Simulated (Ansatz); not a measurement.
`C[SiH2][SiH2]C` + `BS` → `BS[SiH2]C` + `C[SiH3]`  (cleavage of the Si–Si bond)

Gas-phase electronic energies from Ansatz, PBE0-D4/def2-TZVP geometries. CCSD(T)/CBS adds triple-zeta CCSD(T) − MP2 to the extrapolated MP2 energy (def2 sets, frozen cores). This one scheme is used for every species. Functionals use def2-TZVPP. B3LYP here is the variant with VWN-RPA as its local correlation; programs differ in this. Each species was taken in one conformer, which may not be the lowest.

```csv
level,ΔE (kJ/mol),difference from CCSD(T)/CBS
PBE-D4,-44.9,13.4
PBE0-D4,-49.2,9.1
B3LYP-D4,-54.3,4.0
B2PLYP,-58.7,-0.4
PBE,-45.1,13.2
r2SCAN,-54.7,3.6
B3LYP,-54.2,4.1
MP2/def2-TZVPP,-65.5,-7.2
SCS-MP2/def2-TZVPP,-64.4,-6.1
CCSD(T)/def2-TZVPP,-55.5,2.8
HF/def2-QZVPP,-67.2,-8.9
MP2/def2-QZVPP,-67.3,-9.0
SCS-MP2/def2-QZVPP,-66.2,-7.9
HF/CBS(def2),-67.3,-9.0
MP2/CBS(def2),-68.3,-10.0
CCSD/CBS(def2),-58.7,-0.4
CCSD(T)/CBS,-58.3,0
```

Largest T1 diagnostic among the species: 0.015.

From PBE to PBE0 (25 % exact exchange), in def2-TZVPP and without D4, ΔE moves by −4.6 kJ/mol.

CCSD(T)/CBS has its own doubt, a few kJ/mol and more with outer-core shells, so smaller differences from it don't rank the levels.
